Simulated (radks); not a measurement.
Results of a calculation; reference values are marked as such.
The xenon ion Xe2+ inside a hard spherical wall (all orbitals vanish at R), configuration held at [Kr] 4d10 5s2 5p4 and not refilled when levels cross. Level of theory: scalar-relativistic Kohn-Sham, PBEsol, spin-polarised, spherical densities, finite nucleus; open shells are filled with parallel spins first (spin-orbit coupling, left out, can overturn this in heavy ions); Fermi nuclear charge, rms radius 4.7859 fm (a radial shooting solver on a logarithmic mesh with Libxc functionals). Eigenvalues in eV for spin up, with the zero of energy where the potential of the charges vanishes at infinity; a dash marks a level that is unbound or too diffuse for the functional's potential to be trusted. A positive occupied level is held by the wall or, in an anion where self-interaction has pushed it up, behind a barrier. The pressure on the wall is -dE/dV.

[
 {"R (bohr)": "free", "E (hartree)": "-7442.75966", "kinetic (hartree)": "7825.821", "e(4p)": "-162.45", "e(4d)": "-80.662", "e(5s)": "-40.037", "e(5p)": "-27.361", "e(5d, empty)": "-12.119", "e(6s, empty)": "-11.552", "pressure (GPa)": "0"},
 {"R (bohr)": "20", "E (hartree)": "-7442.75966", "kinetic (hartree)": "7825.821", "e(4p)": "-162.45", "e(4d)": "-80.662", "e(5s)": "-40.037", "e(5p)": "-27.361", "e(5d, empty)": "-12.119", "e(6s, empty)": "-11.552", "pressure (GPa)": "< 0.0001"},
 {"R (bohr)": "15", "E (hartree)": "-7442.75966", "kinetic (hartree)": "7825.821", "e(4p)": "-162.45", "e(4d)": "-80.662", "e(5s)": "-40.037", "e(5p)": "-27.361", "e(5d, empty)": "-12.119", "e(6s, empty)": "-11.552", "pressure (GPa)": "< 0.0001"},
 {"R (bohr)": "12", "E (hartree)": "-7442.75966", "kinetic (hartree)": "7825.821", "e(4p)": "-162.45", "e(4d)": "-80.662", "e(5s)": "-40.037", "e(5p)": "-27.361", "e(5d, empty)": "-12.119", "e(6s, empty)": "-11.551", "pressure (GPa)": "< 0.0001"},
 {"R (bohr)": "7", "E (hartree)": "-7442.75948", "kinetic (hartree)": "7825.824", "e(4p)": "-162.44", "e(4d)": "-80.653", "e(5s)": "-40.030", "e(5p)": "-27.353", "e(5d, empty)": "-12.007", "e(6s, empty)": "-10.985", "pressure (GPa)": "0.0198"},
 {"R (bohr)": "5", "E (hartree)": "-7442.74221", "kinetic (hartree)": "7825.996", "e(4p)": "-161.99", "e(4d)": "-80.214", "e(5s)": "-39.698", "e(5p)": "-26.972", "e(5d, empty)": "-10.590", "e(6s, empty)": "-6.204", "pressure (GPa)": "3.60"},
 {"R (bohr)": "4", "E (hartree)": "-7442.60725", "kinetic (hartree)": "7826.970", "e(4p)": "-160.02", "e(4d)": "-78.307", "e(5s)": "-38.195", "e(5p)": "-25.087", "e(5d, empty)": "-6.473", "e(6s, empty)": "5.252", "pressure (GPa)": "47.4"},
 {"R (bohr)": "3", "E (hartree)": "-7441.49147", "kinetic (hartree)": "7832.729", "e(4p)": "-152.13", "e(4d)": "-70.734", "e(5s)": "-30.497", "e(5p)": "-15.093", "e(5d, empty)": "10.155", "e(6s, empty)": "46.461", "pressure (GPa)": "703"},
 {"R (bohr)": "2.5", "E (hartree)": "-7438.99538", "kinetic (hartree)": "7843.324", "e(4p)": "-142.18", "e(4d)": "-61.235", "e(5s)": "-16.882", "e(5p)": "2.046", "e(5d, empty)": "34.806", "e(6s, empty)": "103.35", "pressure (GPa)": "3160"}
]
